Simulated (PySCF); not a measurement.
Species: C6H10BPS.
Atom-mapped SMILES: `[CH3:1][B:2]([CH3:3])[PH:4][c:5]1[cH:6][cH:7][s:8][cH:9]1` (hydrogens: H10, H11, H12 on C1; H13, H14, H15 on C3; H16 on P4; H17 on C6; H18 on C7; H19 on C9)

Torsions of this conformer, `[CH3:1][B:2]([CH3:3])[PH:4][c:5]1[cH:6][cH:7][s:8][cH:9]1`: C1–B2–P4–C5 149°, B2–P4–C5–C6 80°.

The closed-shell ground state was solved at several levels (PySCF, density fitting, gas phase, non-relativistic). Geometry: PBE0-D3(BJ)/def2-SVP, one conformer, isolated molecule.

```
              level  basis functions  total energy (Eh)  HOMO (eV)  LUMO (eV)  gap (eV)  dipole (D)
       PBE/pcSseg-1              217          -998.3106      -5.30      -1.83      3.47        1.08
CAM-B3LYP/def2-SVPD              271          -998.5019      -7.46       0.16      7.62        1.07
```

Task: What might PBE0/pcSseg-1 (217 basis functions) give for the same quantities?

Result: Total energy -998.3990 Eh, HOMO -6.30 eV, LUMO -0.94 eV, gap 5.36 eV, dipole 1.18 D.

Task: Over all these levels, which gives the widest orbital gap and which the narrowest?

Result: CAM-B3LYP/def2-SVPD (range-separated hybrid) has the widest, 7.62 eV, and PBE/pcSseg-1 (GGA) the narrowest, 3.47 eV. Functional and basis both differ between the two, so the spread mixes both effects.

Task: How far do the dipole and the HOMO energy spread over the levels?

Result: The dipole runs from 1.07 to 1.18 D (mean 1.11 D) and the HOMO from -7.46 to -5.30 eV.
